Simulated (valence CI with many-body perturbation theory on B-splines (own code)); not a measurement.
Level structure of Ca⁵⁺

Calculated by relativistic CI+MBPT: five valence electrons over a frozen Dirac-Fock core [Ne], a basis of 9 s, 9 p, 8 d, 6 f, 3 g, 1 h functions for each j, with the one-electron correlation potential Σ1, the two-electron term Σ2, the three-electron term Σ3, Breit, model QED; selected CI, second order for the rest, scaled by the run's own slope (own B-spline code, finite nucleus).

No measured spectrum was set against this ion. As an estimate, levels hold to about 100 cm⁻¹ or 0.05 % of their energy and the worst to 300 or 400 cm⁻¹, as in measured light ions of charge 2 to 7. Among the levels kept, up to 1800 cm⁻¹ of a level comes from second order outside the variational space, and about a tenth of that is noise between levels of different J, which matters for small intervals.

Levels 1 to 32 of 32, with energies above the lowest level, 3s2.3p3 4S°_3/2. "Leading %" is the weight of the configuration and term that name the level; weights of strongly mixed levels are sums over their largest components and can fall short, so below about 35 % the name and the second component can differ from the true leading terms, or belong to a minority configuration. In the jj column 3d3/2^4 stands for four electrons in 3d with j = 3/2. Lifetimes count E1, E2, E3, M1 and M2 decay at the calculated energies, and are blank where another channel may lead or the interval is too uncertain; long ones can be off by a factor of two.

| No. | Configuration | Term | J | E (eV) | Leading % | g | Lifetime | Leading jj |
| --- | --- | --- | --- | --- | --- | --- | --- | --- |
| 1 | 3s2.3p3 | 4S° | 3/2 | 0.000 | 96 | 2.000 |  | 3s^2 3p1/2 3p3/2^2 (53 %) |
| 2 | 3s2.3p3 | 2D° | 3/2 | 3.353 | 93 | 0.812 | 3.34 s | 3s^2 3p1/2 3p3/2^2 (43 %) |
| 3 | 3s2.3p3 | 2D° | 5/2 | 3.404 | 95 | 1.200 | 76.0 s | 3s^2 3p1/2 3p3/2^2 (95 %) |
| 4 | 3s2.3p3 | 2P° | 1/2 | 5.564 | 94 | 0.665 | 131 ms | 3s^2 3p1/2 3p3/2^2 (94 %) |
| 5 | 3s2.3p3 | 2P° | 3/2 | 5.633 | 92 | 1.324 | 54.4 ms | 3s^2 3p3/2^3 (61 %) |
| 6 | 3s.3p4 | 4P | 5/2 | 19.307 | 87 | 1.600 | 1.94 ns | 3s 3p1/2^2 3p3/2^2 (61 %) |
| 7 | 3s.3p4 | 4P | 3/2 | 19.552 | 86 | 1.734 | 1.89 ns | 3s 3p1/2 3p3/2^3 (76 %) |
| 8 | 3s.3p4 | 4P | 1/2 | 19.684 | 86 | 2.669 | 1.86 ns | 3s 3p3/2^4 (36 %) |
| 9 | 3s.3p4 | 2D | 3/2 | 23.969 | 74 | 0.801 | 947 ps | 3s 3p1/2 3p3/2^3 (48 %) |
| 10 | 3s.3p4 | 2D | 5/2 | 23.994 | 74 | 1.201 | 983 ps | 3s 3p1/2 3p3/2^3 (53 %) |
| 11 | 3s2.3p2.3d | 2P | 3/2 | 27.624 | 55 | 1.332 | 363 ps | 3s^2 3p1/2 3p3/2 3d5/2 (23 %) |
| 12 | 3s2.3p2.3d | 2P | 1/2 | 27.876 | 53 | 0.704 | 350 ps | 3s^2 3p3/2^2 3d5/2 (30 %) |
| 13 | 3s.3p4 | 2S | 1/2 | 29.021 | 75 | 1.963 | 324 ps | 3s 3p1/2^2 3p3/2^2 (44 %) |
| 14 | 3s2.3p2.3d | 4F | 3/2 | 30.432 | 95 | 0.404 | 108 ns | 3s^2 3p1/2 3p3/2 3d3/2 (37 %) |
| 15 | 3s2.3p2.3d | 4F | 5/2 | 30.523 | 95 | 1.032 | 164 ns | 3s^2 3p1/2 3p3/2 3d3/2 (56 %) |
| 16 | 3s2.3p2.3d | 4F | 7/2 | 30.655 | 95 | 1.240 | 361 ns | 3s^2 3p1/2 3p3/2 3d5/2 (58 %) |
| 17 | 3s2.3p2.3d | 4F | 9/2 | 30.828 | 96 | 1.333 |  | 3s^2 3p3/2^2 3d5/2 (59 %) |
| 18 | 3s2.3p2.3d | 2F | 5/2 | 31.468 | 76 | 0.962 | 143 ns | 3s^2 3p1/2 3p3/2 3d3/2 (58 %) |
| 19 | 3s2.3p2.3d | 4D | 7/2 | 31.561 | 50 | 1.293 | 449 ns | 3s^2 3p1/2 3p3/2 3d5/2 (64 %) |
| 20 | 3s2.3p2.3d | 4D | 1/2 | 31.573 | 95 | -0.001 | 32.3 ns | 3s^2 3p1/2 3p3/2 3d3/2 (76 %) |
| 21 | 3s2.3p2.3d | 4D | 3/2 | 31.602 | 95 | 1.196 | 28.9 ns | 3s^2 3p1/2 3p3/2 3d3/2 (33 %) |
| 22 | 3s2.3p2.3d | 4D | 5/2 | 31.705 | 75 | 1.263 | 37.2 ns | 3s^2 3p1/2 3p3/2 3d5/2 (40 %) |
| 23 | 3s2.3p2.3d | 2F | 7/2 | 31.944 | 50 | 1.277 | 109 μs | 3s^2 3p3/2^2 3d5/2 (88 %) |
| 24 | 3s2.3p2.3d | 2G | 7/2 | 34.977 | 95 | 0.889 | 58.9 ns | 3s^2 3p1/2 3p3/2 3d3/2 (54 %) |
| 25 | 3s2.3p2.3d | 2G | 9/2 | 35.020 | 95 | 1.112 |  | 3s^2 3p1/2 3p3/2 3d5/2 (59 %) |
| 26 | 3s2.3p2.3d | 2P | 3/2 | 36.584 | 48 | 1.332 | 30.0 ps | 3s^2 3p1/2 3p3/2 3d5/2 (34 %) |
| 27 | 3s2.3p2.3d | 2P | 1/2 | 36.889 | 50 | 0.694 | 30.1 ps | 3s^2 3p3/2^2 3d5/2 (27 %) |
| 28 | 3s2.3p2.3d | 4P | 5/2 | 36.992 | 84 | 1.597 | 21.1 ps | 3s^2 3p1/2 3p3/2 3d5/2 (45 %) |
| 29 | 3s2.3p2.3d | 4P | 3/2 | 37.129 | 83 | 1.725 | 20.9 ps | 3s^2 3p1/2 3p3/2 3d3/2 (27 %) |
| 30 | 3s2.3p2.3d | 4P | 1/2 | 37.206 | 83 | 2.640 | 20.7 ps | 3s^2 3p3/2^2 3d3/2 (48 %) |
| 31 | 3s2.3p2.3d | 2D | 3/2 | 37.715 | 90 | 0.810 | 167 ps | 3s^2 3p1/2^2 3d3/2 (33 %) |
| 32 | 3s2.3p2.3d | 2D | 5/2 | 38.048 | 90 | 1.204 | 131 ps | 3s^2 3p3/2^2 3d5/2 (60 %) |

Names give the largest LS component (configuration and term), which can be under half, so a name can repeat, a term be missing and a line seem to break the LS rules; names also repeat where a configuration has a term twice.

The ionisation energy to 3s2.3p2 3P_0 of the next ion comes out as 107.64 eV (NIST: 108.78 ± 0.25 eV (semi-empirical), further off than twice its uncertainty). All 32 levels together are meant to be complete up to 39.214 eV.
